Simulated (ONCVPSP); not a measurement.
## nitrogen, ONCV: configuration errors across variants

N, optimised norm-conserving Vanderbilt (ONCV), made with ONCVPSP 4.0.1 (PBEsol, scalar-relativistic). Core [He], reference 2s2 2p2.5 (charge +0.5). Waves: 2s: rc 0.85 bohr, ncon 4, nbas 8, qcut 8.3 1/bohr, local; 2p: rc 2.35 bohr, ncon 4, nbas 7, qcut 4.9 1/bohr, 2 projectors, debl 3.9 Ha; d scattering state at 0.04 Ha: rc 2.40 bohr, ncon 4, nbas 8, qcut 3.9 1/bohr, 2 projectors, debl 0.5 Ha. Local part: the s channel. Core correction: none.

All-electron excitation energies from the reference (eV): (1) 2s2 2p3 -5.063; (2) 2s2 2p2 8.458; (3) 2s2 2p1 37.195; (4) 2s1 2p0 161.597.

1 further variants failed, have other tests or too few solved ones, and are left out.

Errors AE − PS in meV (a dash: test not solved or not reliable):

```
    change  (1)  (2)   (3)    (4)  bound ghosts  GHOST(+) flags above zero
      base  +24  +52  +797  +5469          none                       none
s: rc 0.88  +24  +52  +797  +5469          none                       none
s: rc 0.98  +24  +52  +800  +5469          none                       none
s: rc 1.12  +24  +52  +803  +5469          none                       none
s: rc 1.22  +24  +52  +805  +5469          none                       none
```

Q: Give the same row for: s: rc 0.76.

A: +24, +52, +800, +5469; bound ghosts: none; GHOST(+) flags above zero: none.
